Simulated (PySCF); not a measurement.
# From computed data to an observable: dipole moment from atomic charges

B(F)2(SiH3) (BF₂H₃Si), SMILES FB([SiH3])F. Atoms are numbered in the order given.

```xyz
7

B     -0.4469     0.1871    -0.3321
F     -1.5944    -0.4663    -0.4596
F     -0.3434     1.3189    -1.0189
Si     1.0875    -0.4793     0.8305
H      1.4695     0.5801     1.8061
H      2.2690    -0.7638    -0.0325
H      0.7110    -1.7154     1.5669
```
Charge 0, spin multiplicity 1.

Geometry: TPSSh-D3(BJ)/def2-SVP.

Charges (e) from PySCF with CAM-B3LYP/def2-TZVPD:

```tsv
atom	ESP fit	IAO
B1	0.598	0.516
F2	-0.265	-0.312
F3	-0.267	-0.313
Si4	-0.023	0.435
H5	-0.014	-0.107
H6	-0.013	-0.106
H7	-0.016	-0.112
```

The dipole moment of the full density is 1.07 D.

### Question
What dipole moment does each set of point charges give, and which comes closer to that of the density?

### Answer

μ = Σ q r, and 1 e Å = 4.8032 D.
ESP fit: Σ q r = (0.160, -0.076, 0.126) e Å, |μ| = 1.05 D.
IAO: Σ q r = (0.370, -0.168, 0.287) e Å, |μ| = 2.39 D.
ESP fit comes closer in size. Point charges leave out the atoms' own dipoles (lone pairs, polarised bonds); fits to the potential absorb them, partitions of the density don't.
